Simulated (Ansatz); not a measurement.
Program: Ansatz. Geometries: PBE0-D4/def2-TZVP. ΔE: electronic, gas phase. CCSD(T)/CBS is the MP2 limit (def2-TZVPP, def2-QZVPP) plus CCSD(T) − MP2 in def2-TZVPP, frozen cores. This one scheme is used for every species. DFT in def2-TZVPP. B3LYP here is the variant with VWN-RPA as its local correlation; programs differ in this. Each species was taken in one conformer, which may not be the lowest.

Reaction (ligand exchange at the Al–N bond): `[CH3][AlH][N]=C=O` + `[NH2][AlH2]` → `[CH3][AlH][NH][AlH2]` + `N=C=O`

```
             level  ΔE (kJ/mol)  difference from CCSD(T)/CBS
         revPBE-D4         47.6                         -6.0
         r2SCAN-D4         52.7                         -0.9
          B3LYP-D4         55.1                          1.5
          BHLYP-D4         60.2                          6.6
            B2PLYP         57.1                          3.5
          PBE-QIDH         56.1                          2.5
            revPBE         52.8                         -0.8
              BLYP         56.4                          2.8
           r2SCANh         54.8                          1.2
           LC-ωPBE         57.5                          3.9
       HF/def2-SVP         76.8                         23.2
  CCSD(T)/def2-SVP         54.9                          1.3
CCSD(T)/def2-TZVPP         52.2                         -1.4
     HF/def2-QZVPP         72.7                         19.1
    MP2/def2-QZVPP         54.7                          1.1
     MP2/CBS(def2)         55.4                          1.8
       CCSD(T)/CBS         53.6                            0
```

Problem. What do rigid-rotor, harmonic-oscillator terms from PBE0-D4/def2-TZVP frequencies (298.15 K, 1 bar) make of the CCSD(T)/CBS value? (Best estimate.)

Solution. The calculation gave: ΔZPE = -3.2 kJ/mol, ΔH = +50.1 kJ/mol, ΔS = -20 J/(mol·K), ΔG = +56.1 kJ/mol. Modes under 50 cm⁻¹ make the entropy rough.

Largest T1 diagnostic among the species: 0.018.

From BLYP to BHLYP (50 % exact exchange), in def2-TZVPP and without D4, ΔE moves by +8.2 kJ/mol. In def2-TZVPP, CCSD(T) changes the Hartree–Fock value by −20.7 kJ/mol (the triples alone add −3.8 kJ/mol) and MP2 by −18.9 kJ/mol. Leaving LDA and LC-ωPBE aside and taking each functional with its dispersion term where it has one, the values spread over 12.6 kJ/mol, from revPBE-D4 to BHLYP-D4. LDA lies −4.2 kJ/mol from PBE without D4.
